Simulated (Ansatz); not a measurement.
Relaxation of CH5OSSi (9 atoms, charge 1, multiplicity 1), to a largest force component of 0.02 eV/Å in at most 50 steps.

These are results of UKS PBE0/def2-SVP (Ansatz), not measurements.

```xyz
9
Properties=species:S:1:pos:R:3
O -1.349 1.190 -0.047
Si 0.053 0.784 0.555
C 0.302 -1.062 0.447
S 1.173 -0.621 -1.146
H -1.815 1.996 -0.281
H -1.500 0.212 -0.034
H -0.544 -1.721 0.279
H 1.021 -1.527 1.113
H 0.108 -0.745 -1.944
```

**Question.** Where does it end, and by what steps?

**Answer.** The forces met the threshold. Limits of this set-up: the dipole of an ion depends on the origin. After 10 steps the energy has fallen by 2.876 eV; H6 moved furthest, 0.69 Å. The start is strongly strained (largest force component 11 eV/Å), so its close contacts needn't be bonds. Parted: Si2–H6.

| step | energy less start (eV) | largest force component (eV/Å) | accepted |
| --- | --- | --- | --- |
| 0 | 0.0000 | 10.536 | yes |
| 1 | -1.5453 | 5.278 | yes |
| 2 | -2.3449 | 1.293 | yes |
| 3 | -2.6086 | 1.058 | yes |
| 4 | -2.8022 | 0.899 | yes |
| 5 | -2.8497 | 0.833 | yes |
| 6 | -2.8696 | 0.146 | yes |
| 7 | -2.8738 | 0.099 | yes |
| 8 | -2.8758 | 0.045 | yes |
| 9 | -2.8759 | 0.025 | yes |
| 10 | -2.8760 | 0.007 | yes |

```xyz
9
Properties=species:S:1:pos:R:3
O -1.393 0.965 -0.204
Si 0.430 0.813 0.626
C 0.379 -1.079 0.464
S 1.205 -0.647 -1.125
H -1.722 1.855 -0.418
H -2.151 0.414 0.058
H -0.515 -1.705 0.339
H 1.122 -1.607 1.081
H 0.091 -0.502 -1.882
```

Whether the end is a true minimum wasn't checked by a vibrational analysis.

Time of the run: 30 s on 2 threads of Arm Neoverse V2 (shared host), peak memory 0.24 GiB.
